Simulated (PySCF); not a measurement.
Geometries of 2 isomers of C4H9BN2, from PySCF, PBE0-D3(BJ)/def2-SVP geometry optimisation, gas phase. One conformer each, no zero-point energy, no frequencies.

Question: Which isomer lies lower at this level?
A.
```xyz
16
angstrom
C      2.517   -0.842    0.213
C      1.382   -0.391   -0.321
C      0.158   -0.023    0.467
C     -1.105   -0.817    0.013
N     -2.028    0.188   -0.468
B     -1.504    1.490   -0.312
N     -0.219    1.368    0.268
H      3.388   -1.092   -0.399
H      2.614   -0.982    1.295
H      1.298   -0.252   -1.407
H      0.366   -0.231    1.533
H     -1.518   -1.397    0.859
H     -0.836   -1.550   -0.770
H     -2.932   -0.087   -0.818
H     -2.053    2.520   -0.614
H      0.455    2.088    0.474
```
B.
```xyz
16
angstrom
C      2.056   -0.935   -0.960
C      1.695    0.300   -0.593
B      0.261    0.795   -0.101
C      0.278    1.415    1.357
N      0.244    1.834    2.439
N     -0.729   -0.480   -0.017
C     -2.106   -0.197    0.412
H      1.367   -1.792   -0.945
H      3.069   -1.178   -1.298
H      2.474    1.073   -0.641
H     -0.266    1.577   -0.884
H     -0.295   -1.166    0.607
H     -0.722   -0.908   -0.946
H     -2.548    0.528   -0.282
H     -2.712   -1.113    0.434
H     -2.075    0.256    1.411
```

Answer: A. That is `C=C[C@@H]1CNBN1`, 36.0 kcal/mol below the other.

| SMILES | atoms numbered as above | E (Eh) | relative (kcal/mol) | relative (kJ/mol) | dipole (D) |
| --- | --- | --- | --- | --- | --- |
| C=C[C@@H]1CNBN1 | [CH2:1]=[CH:2][C@@H:3]1[CH2:4][NH:5][BH:6][NH:7]1 | -291.69044 | 0.0 | 0.0 | 1.07 |
| C=C[B@H-](C#N)[NH2+]C | [CH2:1]=[CH:2][B@H-:3]([C:4]#[N:5])[NH2+:6][CH3:7] | -291.63312 | 36.0 | 150.5 | 6.73 |
